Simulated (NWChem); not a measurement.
System: C2H3BFNO; SMILES C1=NB(CO1)F

The following NWChem deck was run.

```
start job
memory heap 200 mb stack 900 mb global 1100 mb
geometry units angstroms
  F     -1.735283     0.959822    -0.544688
  B     -0.616031     0.372472    -0.199636
  C     -0.398122    -1.177349     0.181919
  O      1.011132    -1.190321     0.455653
  C      1.468451     0.040673     0.273229
  N      0.683352     0.978811    -0.083111
  H     -0.918695    -1.525869     1.074983
  H     -0.592818    -1.895655    -0.618809
  H      2.527077     0.171633     0.447671
end
basis spherical
  * library def2-svp
end
dft
  xc pbe0
  iterations 150
end
driver
  maxiter 120
end
task dft optimize
task dft freq
```

Excerpt of the output:

```
             Northwest Computational Chemistry Package (NWChem) 7.3.0
             --------------------------------------------------------

 CS  symmetry detected

                             Geometry "geometry" -> ""
                             -------------------------

 Output coordinates in angstroms (scale by  1.889725989 to convert to a.u.)

  No.       Tag          Charge          X              Y              Z
 ---- ---------------- ---------- -------------- -------------- --------------
    1 F                    9.0000    -0.02440677     2.11600533     0.00000000
    2 B                    5.0000     0.03518951     0.80710750     0.00000000
    3 C                    6.0000    -1.19632298    -0.23134835     0.00000000
    4 O                    8.0000    -0.49194627    -1.48232750     0.00000000
    5 C                    6.0000     0.80638039    -1.21378856     0.00000000
    6 N                    7.0000     1.22013625    -0.00868799     0.00000000
    7 H                    1.0000    -1.83970082    -0.20635934     0.88202407
    8 H                    1.0000    -1.83970082    -0.20635934    -0.88202407
    9 H                    1.0000     1.45738695    -2.07660939     0.00000000

 Effective nuclear repulsion energy (a.u.)     215.6532438921

      Symmetry information
      --------------------

 Group name             Cs
 Group number              2
 Group order               2
 No. of unique centers     8

                                Z-matrix (autoz)
                                --------

 Units are Angstrom for bonds and degrees for angles

[...]

      ----------------------
      Optimization converged
      ----------------------

  Step       Energy      Delta E   Gmax     Grms     Xrms     Xmax
  ---- ---------------- -------- -------- -------- -------- --------
@    4    -332.14955056 -1.2D-06  0.00012  0.00004  0.00046  0.00101
                                     ok       ok       ok       ok

                                Z-matrix (autoz)
                                --------

 Units are Angstrom for bonds and degrees for angles

[...]

 Rotational Constants
 --------------------
 A=   0.278249 cm-1  (  0.400329 K)
 B=   0.112137 cm-1  (  0.161337 K)
 C=   0.081153 cm-1  (  0.116758 K)

 Temperature                      =   298.15K
 frequency scaling parameter      =   1.0000

 Zero-Point correction to Energy  =   38.290 kcal/mol  (  0.061018 au)
 Thermal correction to Energy     =   41.318 kcal/mol  (  0.065844 au)
 Thermal correction to Enthalpy   =   41.910 kcal/mol  (  0.066788 au)

 Total Entropy                    =   71.607 cal/mol-K
   - Translational                =   39.286 cal/mol-K (mol. weight =  87.0292)
   - Rotational                   =   25.946 cal/mol-K (symmetry #  =        1)
   - Vibrational                  =    6.375 cal/mol-K

 Cv (constant volume heat capacity) =   16.794 cal/mol-K
   - Translational                  =    2.979 cal/mol-K
   - Rotational                     =    2.979 cal/mol-K
   - Vibrational                    =   10.836 cal/mol-K

[normal modes left out]

 ----------------------------------------------------------------------------
 Normal Eigenvalue ||           Projected Infra Red Intensities
  Mode   [cm**-1]  || [atomic units] [(debye/angs)**2] [(KM/mol)] [arbitrary]
 ------ ---------- || -------------- ----------------- ---------- -----------
    1       -0.000 ||    0.000076           0.002         0.074       0.016
    2       -0.000 ||    0.001345           0.031         1.311       0.285
    3        0.000 ||    0.001183           0.027         1.153       0.251
    4        0.000 ||    0.000051           0.001         0.050       0.011
    5        0.000 ||    0.000000           0.000         0.000       0.000
    6        0.000 ||    0.001821           0.042         1.775       0.386
    7      194.267 ||    0.001754           0.040         1.710       0.372
    8      362.523 ||    0.001688           0.039         1.645       0.358
    9      382.259 ||    0.003801           0.088         3.706       0.806
   10      507.931 ||    0.022519           0.520        21.953       4.777
   11      576.843 ||    0.002304           0.053         2.246       0.489
   12      826.604 ||    0.002695           0.062         2.627       0.572
   13      850.513 ||    0.030811           0.711        30.036       6.536
   14      877.658 ||    0.012575           0.290        12.259       2.668
   15      987.764 ||    0.023980           0.553        23.377       5.087
   16     1025.731 ||    0.000644           0.015         0.628       0.137
   17     1071.761 ||    0.022773           0.525        22.201       4.831
   18     1192.499 ||    0.007230           0.167         7.048       1.534
   19     1270.417 ||    0.202744           4.677       197.645      43.009
   20     1281.050 ||    0.046954           1.083        45.773       9.961
   21     1373.930 ||    0.023623           0.545        23.029       5.011
   22     1423.046 ||    0.051562           1.190        50.265      10.938
   23     1482.057 ||    0.547112          12.622       533.352     116.062
   24     1668.837 ||    0.245021           5.653       238.858      51.978
   25     3095.329 ||    0.002482           0.057         2.420       0.527
   26     3154.487 ||    0.001165           0.027         1.136       0.247
   27     3191.285 ||    0.014851           0.343        14.477       3.150
 ----------------------------------------------------------------------------
```

Level: PBE0/def2-SVP.
